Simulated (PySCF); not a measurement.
Can point charges reproduce the dipole moment of `C=C1[SiH2][SiH2]O[SiH2][C@H]1Cl`?

Coordinates (GFN2-xTB, Å) and charges (e) from the PBE0/pcSseg-1 density (PySCF):

```csv
atom,x,y,z,Mulliken,IAO,Hirshfeld,ESP-fitted
C1,-1.994,-1.299,0.170,-0.0673,-0.3011,-0.0891,-0.4272
C2,-0.905,-0.724,-0.328,-0.4866,-0.2372,-0.0913,+0.1505
Si3,0.814,-1.538,-0.280,+0.3327,+0.4034,+0.2167,+0.1320
Si4,2.200,0.070,0.640,+0.6322,+0.7257,+0.3162,+0.5094
O5,1.189,1.355,0.886,-0.7443,-0.8824,-0.3066,-0.4514
Si6,-0.239,1.934,0.417,+0.9799,+1.0322,+0.3917,+0.6268
C7,-0.960,0.670,-0.844,-0.4580,-0.3844,-0.0868,-0.5333
Cl8,0.061,0.809,-2.315,-0.1092,-0.0974,-0.0253,-0.0874
H9,-2.957,-0.810,0.175,+0.1090,+0.1458,+0.0492,+0.1783
H10,-1.963,-2.288,0.594,+0.1196,+0.1549,+0.0489,+0.1761
H11,0.654,-2.753,0.539,-0.0633,-0.1047,-0.0773,-0.0702
H12,1.176,-1.989,-1.630,-0.0167,-0.0895,-0.0781,-0.0471
H13,3.266,0.610,-0.208,-0.0848,-0.1243,-0.0795,-0.1050
H14,2.724,-0.152,1.990,-0.0939,-0.1222,-0.0783,-0.1138
H15,-1.094,1.972,1.599,-0.1189,-0.1480,-0.0795,-0.1053
H16,-0.007,3.203,-0.258,-0.1051,-0.1382,-0.0775,-0.0992
H17,-1.970,0.941,-1.156,+0.1748,+0.1675,+0.0465,+0.2668
```

Question: Form Σ q r in debye for every column and set it beside the full dipole.

Answer: The full density gives (-1.27, -0.62, 0.94) D, 1.70 D in size; dipole vectors point from the negative to the positive end.

| scheme | μx | μy | μz | size (D) | share of the full size (%) | angle to the full dipole (°) |
| --- | --- | --- | --- | --- | --- | --- |
| Mulliken | 0.89 | -0.64 | 1.91 | 2.20 | 130 | 74 |
| IAO | -0.04 | -0.88 | 0.83 | 1.20 | 71 | 48 |
| Hirshfeld | -0.50 | -0.23 | 0.02 | 0.55 | 33 | 32 |
| ESP-fitted | -1.31 | -0.63 | 0.96 | 1.74 | 103 | 1 |

Question: Which set comes closest?

Answer: Length of the difference vector: ESP-fitted 0.05 D, IAO 1.26 D, Hirshfeld 1.26 D, Mulliken 2.37 D. Closest: ESP-fitted. ESP charges are fitted to the potential around the molecule, whose slowest-falling term is the dipole's. The schemes that divide the density aren't constrained to reproduce the dipole.

Question: What is left for the Hirshfeld atoms' own dipoles?

Answer: The shares of the density sum to the whole, so what Σ q r misses lies in dipoles about the nuclei. The atomic dipoles sum to (-1.27, -0.62, 0.94) − (-0.50, -0.23, 0.02) = (-0.77, -0.39, 0.92) D, 1.26 D in size.

Question: With the origin at the mean of the coordinates, (0.000, 0.001, -0.001) Å, which are the largest single terms, by size, of the IAO dipole along the direction of the full one?

Answer: Si4 -4.59, O5 +3.80, C1 -2.98, H10 +1.96, H9 +1.83 D; all 17 atoms together +0.81 D. The single terms depend on the origin, their sum doesn't.

Question: Give the size of the full dipole in other units.

Answer: 1.70 D = 0.668 au = 0.353 e·Å = 5.66 × 10⁻³⁰ C·m.

The structure is a single GFN2-xTB conformer in the gas phase; no vibrational or solvent corrections.
